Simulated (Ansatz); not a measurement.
This geometry of BCl3H4OSi (10 atoms, charge 0, multiplicity 1) is a first-order saddle point.

Method: RKS LDA/def2-SVP in Ansatz.

```xyz
10
Properties=species:S:1:pos:R:3
B -0.001 -0.310 -0.012
Cl 0.163 0.068 2.145
Cl 1.335 0.535 -0.787
Cl -1.658 0.069 -0.532
O 0.224 -1.709 0.297
Si -0.757 -2.986 -0.292
H -0.013 -4.222 0.115
H -2.108 -2.939 0.357
H -0.841 -2.855 -1.782
H 0.317 -1.275 1.540
```

Which two structures does it join? (They come from a converged band through this point; their orientation in space is the band's.)

Bonds broken: B1–Cl2, O5–H10. Bonds formed: Cl2–H10. BCl3H4OSi becomes BCl2H3OSi + ClH.

Image 0:

```xyz
10
Properties=species:S:1:pos:R:3
B -0.034 -0.188 0.238
Cl 0.219 0.576 1.876
Cl 1.205 0.224 -0.995
Cl -1.746 -0.060 -0.390
O 0.140 -1.711 0.575
Si -0.741 -2.940 -0.307
H 0.005 -4.179 0.097
H -2.164 -3.007 0.145
H -0.533 -2.588 -1.740
H 0.310 -1.752 1.549
```

Image 6:

```xyz
10
Properties=species:S:1:pos:R:3
B -0.102 -0.222 -0.689
Cl 0.273 -1.425 2.826
Cl 0.982 1.127 -0.512
Cl -1.617 -0.039 -1.557
O 0.217 -1.408 -0.140
Si -0.766 -2.817 -0.114
H 0.042 -3.820 0.646
H -2.067 -2.504 0.555
H -0.967 -3.244 -1.538
H 0.664 -1.271 1.573
```

How far does it lie above each of them?

0.48 eV above the first and 0.49 eV above the second. This is the barrier of this one path; another mechanism may lie lower. The orbitals stay closed-shell, which can raise the energy where a bond breaks towards radicals; this wasn't checked here.

Run time: 74 s on 4 threads of Arm Neoverse V2, with other jobs on the host, peak memory 0.18 GiB.
